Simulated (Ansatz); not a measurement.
Two structures of AlH5SO2, singlet, reached by relaxing down either side of one saddle point (PBE0-D4/def2-TZVP). Energies are electronic, without zero-point energy. Ansatz 0.2.0; basis: def2-TZVPP and def2-QZVPP; cores frozen in the correlated methods. Extrapolation: Hartree–Fock as exp(−7.88 √X), correlation as X^−2.97. First:

```xyz
9
angstrom
Al -0.0970 0.0539 -0.5374
S 1.5957 1.1732 -1.3047
O 0.1446 -1.5871 -0.1997
O -1.5694 0.8796 -0.4696
H 0.4260 0.2145 1.9501
H 0.0419 0.8562 1.8813
H 2.3964 0.0976 -1.2012
H -0.5300 -2.2003 0.0831
H -2.4083 0.5123 -0.2019
```

Second:

Al1  (-0.539, -0.281, 0.407)
S2  (1.456, 0.822, -0.781)
O3  (-0.590, -1.733, -0.500)
O4  (-1.610, 0.977, -0.040)
H5  (1.430, 1.927, -0.018)
H6  (-0.005, -0.287, 1.900)
H7  (2.474, 0.283, -0.088)
H8  (-0.404, -2.582, -0.105)
H9  (-2.214, 0.876, -0.774)
(Å)

Which bonds change from the first to the second?

AlH₃SO₂ ([OH][Al]([OH])[SH]) + H₂ → AlH₃O₂ ([OH][AlH][OH]) + H₂S (still joined by a long Al–S bond); bonds formed: Al1–H6, S2–H5; bonds broken: H5–H6; bonds weakened to dative contacts: Al1–S2.

Give the saddle point's structure and its height above each. (An estimate is asked for; the value comes from the calculation.)

By the calculation: 30.50 kcal/mol above the first and 17.82 kcal/mol above the second (CCSD(T) at an estimated basis limit (MP2 extrapolated from triple and quadruple zeta, plus CCSD(T) − MP2 in triple zeta)).
Al1  (-0.359, -0.055, 0.131)
S2  (1.493, 1.202, -0.696)
O3  (-0.002, -1.661, -0.290)
O4  (-1.838, 0.754, -0.025)
H5  (1.060, 0.940, 0.804)
H6  (0.337, 0.438, 1.596)
H7  (2.241, 0.084, -0.686)
H8  (-0.535, -2.412, -0.037)
H9  (-2.398, 0.709, -0.797)
(Å)

T1 diagnostic: at most 0.013.

Labels in which every atom is bracketed show which atoms are joined, not bond orders.

For scale, one of the runs: CCSD(T)/def2-TZVPP, 216 basis functions, launched by `ansatz run in.yaml --threads 4 --pin off --events-out ev --progress --plain --max-ram 9574MiB`. Hardware: 4 CPU threads of an Arm Neoverse V2, shared host. Wall time 53 s; peak host memory 3.1 GiB.
